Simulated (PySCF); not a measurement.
Ga(OH)2(SeH) (GaH₃O₂Se), SMILES [OH][Ga]([OH])[SeH]. Atoms are numbered in the order given.

```xyz
7

Ga     0.0026     0.7559     0.0000
O      1.4334     1.8146     0.0000
H      2.2836     1.3642     0.0000
O     -1.5768     1.5677     0.0000
H     -1.5021     2.5285     0.0000
Se     0.0502    -1.5532     0.0000
H     -1.4212    -1.5763     0.0000
```

Geometry: PBE0-D3(BJ)/def2-SVP. The values are those of a single conformer.

Method: HF/pcSseg-1 (PySCF).

GIAO shieldings, no solvent; atoms listed in one row are averaged. δ = σ(ref) − σ: ¹⁷O against H2O (σ = 333.0 ppm); ¹H against TMS (σ = 31.99 ppm); ⁷⁷Se against Me2Se (σ = 1942.8 ppm), references at their B3LYP-D3(BJ)/def2-TZVP geometries, non-relativistic.

**Question.** Estimate the chemical shifts. (An estimate is asked for; the answer gives what the named calculation found.)

**Answer.** 
```csv
nucleus,atoms,count,δ (ppm)
¹⁷O,O2,1,27.0
¹⁷O,O4,1,13.7
¹H,H3,1,2.13
¹H,H5,1,1.94
¹H,H7,1,1.16
⁷⁷Se,Se6,1,-468.9
```
